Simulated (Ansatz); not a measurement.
Reaction (ligand exchange at the Al–C bond): `N=[C](O)[AlH2]` + `OB1CC1` → `[AlH2][O]B1CC1` + `N=CO`

Program: Ansatz. Geometries: PBE0-D4/def2-TZVP. ΔE: electronic, gas phase. CBS: MP2 limit from def2 TZ/QZ plus the TZ coupled-cluster correction, frozen cores. This one scheme is used for every species. Functionals use def2-TZVPP. B3LYP here is the variant with VWN-RPA as its local correlation; programs differ in this. One conformer a species, not always the lowest.

`N=[C](O)[AlH2]`:

```xyz
8

N    -0.200    1.041   -1.173
C    -0.175    0.531   -0.009
O    -0.557    1.297    1.035
Al    0.392   -1.330    0.394
H     0.107    0.377   -1.879
H    -0.800    2.165    0.672
H     0.819   -2.146   -0.895
H     0.414   -1.936    1.854
```

`OB1CC1`:

```xyz
9

O    -0.964    1.054   -1.442
B    -0.307    0.333   -0.523
C     0.016    0.021    0.932
C     0.673   -0.789   -0.248
H    -1.531    1.727   -1.054
H     0.683    0.656    1.509
H    -0.683   -0.525    1.559
H     1.740   -0.648   -0.392
H     0.374   -1.829   -0.342
```

`[AlH2][O]B1CC1`:

Cartesian coordinates in Å:
```
Al -0.233 2.627 -0.885
O -0.094 1.036 -0.348
B 0.018 -0.213 0.072
C -0.243 -1.697 -0.159
C 0.499 -1.195 1.134
H -1.524 3.421 -0.453
H 0.941 3.188 -1.775
H 0.352 -2.269 -0.866
H -1.232 -2.123 -0.012
H -0.034 -1.315 2.073
H 1.550 -1.460 1.218
```

`N=CO`:

```xyz
6

N     0.815   -0.631   -0.116
C    -0.246    0.042   -0.184
O    -0.593    0.918    0.763
H     0.916   -1.242   -0.919
H    -0.998    0.018   -0.976
H     0.106    0.895    1.432
```

**Question.** Is it downhill or uphill in electronic energy at CCSD(T)/CBS, and by how much? (An estimate is asked.)

**Answer.** The calculation gave: Downhill: ΔE = -148.8 kJ/mol.

**Question.** What do these levels give: r2SCAN-D4, PBE0-D4, B3LYP-D4, PBE0, CCSD/def2-TZVPP, CCSD(T)/def2-TZVPP, HF/def2-QZVPP, MP2/def2-QZVPP, SCS-MP2/def2-QZVPP, HF/CBS(def2), MP2/CBS(def2), CCSD/CBS(def2)? (Estimate.)

**Answer.** The calculation gave: r2SCAN-D4 -151.3, PBE0-D4 -143.4, B3LYP-D4 -151.8, PBE0 -143.8, CCSD/def2-TZVPP -152.6, CCSD(T)/def2-TZVPP -148.6, HF/def2-QZVPP -171.9, MP2/def2-QZVPP -152.5, SCS-MP2/def2-QZVPP -154.6, HF/CBS(def2) -172.1, MP2/CBS(def2) -152.2, CCSD/CBS(def2) -152.8 kJ/mol.

Largest T1 diagnostic among the species: 0.015.

In def2-TZVPP, CCSD(T) changes the Hartree–Fock value by +22.1 kJ/mol (the triples alone add +4.0 kJ/mol) and MP2 by +18.7 kJ/mol. From PBE to PBE0 (25 % exact exchange), in def2-TZVPP and without D4, ΔE moves by −6.4 kJ/mol.
